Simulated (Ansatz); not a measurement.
`C[CH2][InH2]` + `[CH3][Sb]([NH2])[SiH3]` → `[NH2][Sb]([SiH3])[InH2]` + propane  (formal exchange of groups at the In–C bond)

Calculated with Ansatz (gas phase, PBE0-D4/def2-TZVP geometries, no zero-point term in ΔE). CCSD(T)/CBS is the MP2 limit (def2-TZVPP, def2-QZVPP) plus CCSD(T) − MP2 in def2-TZVPP, frozen cores. Functionals use def2-TZVPP. B3LYP here is the variant with VWN-RPA as its local correlation; programs differ in this. Elements past krypton have def2 core potentials. For In, Sb outer-core shells are correlated without core-valence functions, which leaves a few kJ/mol of doubt a bond. One conformer a species, not always the lowest.

| level | ΔE (kJ/mol) | difference from CCSD(T)/CBS |
| --- | --- | --- |
| PBE-D4 | -103.0 | 0.8 |
| r2SCAN-D4 | -104.1 | -0.3 |
| PBE0-D4 | -106.0 | -2.2 |
| B3LYP-D4 | -97.8 | 6.0 |
| ωB97X-V | -95.3 | 8.5 |
| ωB97M-V | -98.6 | 5.2 |
| B2PLYP | -96.7 | 7.1 |
| PBE | -101.4 | 2.4 |
| r2SCAN | -103.9 | -0.1 |
| PBE0 | -104.7 | -0.9 |
| B3LYP | -95.3 | 8.5 |
| HF/def2-TZVPP | -94.6 | 9.2 |
| MP2/def2-TZVPP | -98.7 | 5.1 |
| SCS-MP2/def2-TZVPP | -93.4 | 10.4 |
| CCSD/def2-TZVPP | -93.4 | 10.4 |
| CCSD(T)/def2-TZVPP | -94.3 | 9.5 |
| HF/def2-QZVPP | -93.6 | 10.2 |
| MP2/def2-QZVPP | -103.9 | -0.1 |
| SCS-MP2/def2-QZVPP | -98.0 | 5.8 |
| HF/CBS(def2) | -93.5 | 10.3 |
| MP2/CBS(def2) | -108.3 | -4.5 |
| CCSD/CBS(def2) | -103.0 | 0.8 |
| CCSD(T)/CBS | -103.8 | 0 |

Largest T1 diagnostic among the species: 0.015.

From PBE to PBE0 (25 % exact exchange), in def2-TZVPP and without D4, ΔE moves by −3.2 kJ/mol.
